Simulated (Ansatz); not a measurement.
**Active spaces for GeH4, singlet**

Program: Ansatz, Gaussian basis, development build. Basis def2-SVP, nonrelativistic, 14 orbitals frozen in the corrections. State-specific CASSCF; RHF is the lowest restricted (open-shell) Hartree–Fock solution met. The basis is small, far from the limit. Solutions may break the symmetry of the shape. No proof that the lowest CASSCF solution was found.

Geometry:

```csv
atom,x (Å),y (Å),z (Å)
Ge,0.0000,0.0000,0.0000
H,0.8165,0.8165,0.8165
H,0.8165,-0.8165,-0.8165
H,-0.8165,0.8165,-0.8165
H,-0.8165,-0.8165,0.8165
```

(1) What do CASSCF and its corrections give against RHF in CAS(8,8), and what are the occupations?

Answers

(1) CASSCF -1.394 eV, SC-NEVPT2 -3.155 eV; occupations 1.99, 1.98, 1.98, 1.98, 0.02, 0.02, 0.02, 0.02.
